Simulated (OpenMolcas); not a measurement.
**Ir⁵⁺: effect of the active space**

```yaml
Program: OpenMolcas
Method: MS-CASPT2 or its RAS form, IPEA 0.25 Eh, imaginary shift 0.1 Eh
Basis: ANO-RCC-VTZP
Scalar_Hamiltonian: DKH2, point nucleus
Spin-orbit_coupling: RASSI with atomic mean-field integrals over the reference wave functions, term energies averaged over their components
```

A. 4 electrons in 5 orbitals (5d); 2S+1 = 5 even, 5 roots; 2S+1 = 3 even, 45 roots; 2S+1 = 1 even, 50 roots; closed shells correlated: 5s 5p; CASPT2 step about 19 core-seconds
B. 10 electrons in 8 orbitals (RAS1 5p, at most 2 holes; RAS2 5d); 2S+1 = 5 even, 5 roots; 2S+1 = 3 even, 45 roots; 2S+1 = 1 even, 50 roots; closed shells correlated: 5s; CASPT2 step about 110 core-seconds
C. 4 electrons in 10 orbitals (5d 6d); 2S+1 = 5 even, 5 roots; 2S+1 = 3 even, 45 roots; 2S+1 = 1 even, 50 roots; closed shells correlated: 5s 5p; CASPT2 step of the order of 17 core-minutes

Energies in cm⁻¹ above 5d⁴ ⁵D₀.

```
            Level       A       B       C
   5d⁴ ⁵D₀ [59 %]     0.0     0.0     0.0
          5d⁴ ⁵D₁    6020    6140    6040
          5d⁴ ⁵D₂   10940   11120   10950
          5d⁴ ⁵D₃   14520   14760   14550
   5d⁴ ⁵D₄ [59 %]   16540   16780   16600
   5d⁴ ³H₄ [54 %]   25200   25420   25110
   5d⁴ ³G₃ [62 %]   29330   29630   29180
5d⁴ ³F₂(1) [61 %]   29960   30350   29830
5d⁴ ³P₁(1) [72 %]   30930   31430   30720
          5d⁴ ³H₅   31280   31570   31260
   5d⁴ ³H₆ [70 %]   34020   34210   34070
   5d⁴ ³G₄ [61 %]   36860   37250   36790
          5d⁴ ³G₅   45840   46470   45950
          5d⁴ ³D₁   47280   47960   47090
   5d⁴ ¹I₆ [70 %]   48240   48570   48400
5d⁴ ¹S₀(1) [71 %]   53900   54700   53960
   5d⁴ ¹F₃ [59 %]   56560   57110   56540
5d⁴ ³P₂(2) [55 %]   60000   60490   59910
       5d⁴ ³F₃(2)   67420   67810   67300
       5d⁴ ³P₁(2)   67770   68380   67570
       5d⁴ ³P₀(2)   71440   72090   71200
5d⁴ ¹G₄(2) [72 %]   71950   72230   71860
       5d⁴ ¹D₂(2)   86920   87250   86900
       5d⁴ ¹S₀(2)  108650  108810  108660
```

Among A to C the level of the table that moves most is 5d⁴ ³P₀(2), by 890 cm-1 (lowest in C, highest in B). Moves below CASPT2's spread within the term are not significant.

Term energies are means over components that CASPT2 splits; among the terms shown or strongly mixed into the levels shown the widest spread is 1100 cm-1 (5d⁴ ¹I, A). The CASPT2 spread within a term exceeds the gap to the next term for 5d⁴ ³D and 5d⁴ ¹I, so the order of their levels is uncertain (figures for A; the like holds for B, C). Active for correlation alone: 5p; no level in the range computed is led by a configuration that opens it, so any true level of that kind is missing (holds for B). Active for correlation alone: 6d; no level in the range computed is led by a configuration that fills it, so any true level of that kind is missing (holds for C). Levels of configurations outside the active space are missing. The table leaves out levels that lie high or whose names do not pair safely across all columns.

A share in square brackets marks a mixed level and gives the weight of the term that names it, the lowest over the columns. A number in round brackets counts repeated terms of one configuration in the order of the reference energies.
